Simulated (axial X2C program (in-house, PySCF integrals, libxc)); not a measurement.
# CaBa⁺: from Re and ωe to a spectrum

A bond curve at the PBE0 level, with spin–orbit coupling, was computed with an in-house relativistic program for diatomic molecules (basis Ba dyall-v3z [14s14p9d3f], Ca dyall-v3z [11s12p4d3f] (cores contracted in-house)) for the state Ω = 1/2 (⟨Sz⟩ = 0.50, ⟨Lz⟩ = 0.00 at PBE0). Its fit gives Re = 4.2422 Å, ωe = 90.6 cm⁻¹, ωexe = 0.318 cm⁻¹ and αe = 1.294e-04 cm⁻¹; the masses are 137.9052 and 39.9626 u. Two-component means X2C with spin–orbit coupling and atomic mean-field Coulomb and Gaunt terms.

Problem. Find the reduced mass, Be and the force constant.

Solution. From the PBE0 values: μ = 30.9840 u. Be = 16.8576/(μ Re²) = 0.03023 cm⁻¹. k = 5.8918×10⁻⁷ μ ωe² = 0.15 mdyn/Å.

Problem. Where do the fundamental and the first overtone lie?

Solution. ν(1←0) = ωe − 2ωexe = 90.0 cm⁻¹; ν(2←0) = 2ωe − 6ωexe = 179.3 cm⁻¹.

Problem. Estimate the centrifugal constant by the Kratzer relation.

Solution. D = 4Be³/ωe² = 1.35e-08 cm⁻¹.

Problem. Estimate De from a Morse curve and compare with the computed well depth of 0.853 eV to Ba+ + Ca.

Solution. De(Morse) = ωe²/(4ωexe) = 0.800 eV against 0.853 eV computed, a ratio of 0.94. For De the Morse form works well here.

Problem. A Morse curve ties αe to the other constants (Pekeris). How well does that hold?

Solution. αe(Morse) = 6Be²/ωe × (√(ωexe/Be) − 1) = 1.358e-04 cm⁻¹; the PBE0 curve gives 1.294e-04 cm⁻¹, a ratio of 1.05.

Occupations by symmetry block were frozen at the best pattern of an incomplete PBE0 search. De is counted from the lowest determinant-based energies of the atoms at the same level, without counterpoise correction. Density functionals use the spin component along the axis (collinear). Other states lie close and PBE0, whose exact exchange favours high spin, may order them wrongly; the determinant shown need not be the ground state. The nearest other 2c determinant of the search, Ω = 3/2, lies 0.46 eV up at the distance of the search.
